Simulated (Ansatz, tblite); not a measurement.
Cost and result up the ladder for the cluster K₂Se⁻ (the lowest doublet isomer of a short search) (3 atoms). The state is a doublet with charge -1. Geometry: r2SCAN-D4/def2-TZVPD.

```xyz
3

K     0.5780   -1.1337   -1.9963
K     0.6085    0.7834    2.1496
Se   -1.1866    0.3503   -0.1532
```

Ansatz on 4 threads of Arm Neoverse V1 on a shared host; xTB runs through tblite on one thread. Times are rough, summed over both states, and most runs start from the orbitals of an earlier one. No level here is sound enough to serve as a yardstick. The other state is a singlet.

The xTB rows come from tblite. The structure comes from a short search, and lower isomers may exist.

Run but left out: HF/def2-TZVPPD, MP2/def2-TZVPPD, CCSD/def2-TZVPPD, CCSD(T)/def2-TZVPPD (flagged by the program: other roots).

Raw xTB energies of ions are shifted by several eV, and xTB has no spin-polarisation term.

```
               level  functions  wall time  vertical IE (eV)                       remarks
            GFN2-xTB         17    0.005 s              5.57                             –
            GFN1-xTB         17    0.011 s              6.35                             –
   PBE-D4/def2-TZVPD        129        5 s              0.56  HOMO above zero (-1 doublet)
r2SCAN-D4/def2-TZVPD        129       14 s              0.50  HOMO above zero (-1 doublet)
```
